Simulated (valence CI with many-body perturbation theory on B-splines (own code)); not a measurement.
The numbers below are computed, except where a source is named.
**Sensitivity of CI+MBPT for Eu58+**

Level of theory: configuration interaction combined with many-body perturbation theory (CI+MBPT): three valence electrons over a frozen Dirac-Fock core [He], radial functions for each j: 6 s, 6 p, 5 d, 3 f, 1 g, with the one-electron correlation potential Σ1 (screened to all orders), the two-electron term Σ2, the three-electron term Σ3, Breit, model QED; selected single and double excitations, second order for the rest (own B-spline code, finite nucleus).

No measured spectrum was set against this ion. As an estimate, large intervals hold to a few tenths of a per cent, small ones and those within an open d or f shell to about a per cent.

The reference run has the lowest level (2s^2 2p1/2) J=1/2 and an ionisation energy of 13043.7 eV. Its largest variational space holds 3593 state functions.

Levels are named by their leading jj configuration (3d3/2^4 stands for four electrons in 3d with j = 3/2), which in mixed levels can hold well under half, so a name can repeat and another be missing. Letters in brackets count levels of one name in rising energy.

Changed runs:
A. scale of Σ1 1 → 1.1
B. QED terms on → off
C. correlating orbitals by l 3 3 3 2 1 → 6 6 1 2 3
D. highest l in the core sums 6 → 2 (bad on purpose)

Excitation energies of the reference run in cm⁻¹, and shifts in cm⁻¹:

```
                     Level  Reference       A        B       C       D
        (2s 2p1/2^2) J=1/2    1674230    -237   +84046     +83    -540
        (2s^2 2p3/2) J=3/2    5712080    +113    -7391     -14    +115
(2s 2p1/2 2p3/2) J=3/2 [a]    6881260    -120   +74894    -138    -414
    (2s 2p1/2 2p3/2) J=5/2    7175510    -120   +74965    -128    -413
    (2s 2p1/2 2p3/2) J=1/2    7649900    -121   +75428     +60    -414
(2s 2p1/2 2p3/2) J=3/2 [b]    7662310    -120   +75277    +105    -414
     (2p1/2^2 2p3/2) J=3/2    9422280    -351  +157409    +210    -943
        (2s 2p3/2^2) J=5/2   12738400    -2.5   +65891    -149    -286
        (2s 2p3/2^2) J=1/2   13456500    -1.3   +66132    +209    -285
        (2s 2p3/2^2) J=3/2   13463700    -2.5   +66357    +117    -286
     (2p1/2 2p3/2^2) J=3/2   14816500    -241  +150454     -10    -829
     (2p1/2 2p3/2^2) J=5/2   14991100    -240  +150448     +66    -830
    Ionisation energy (eV)    13043.7  +0.047    +0.19  -0.037  +0.067
```
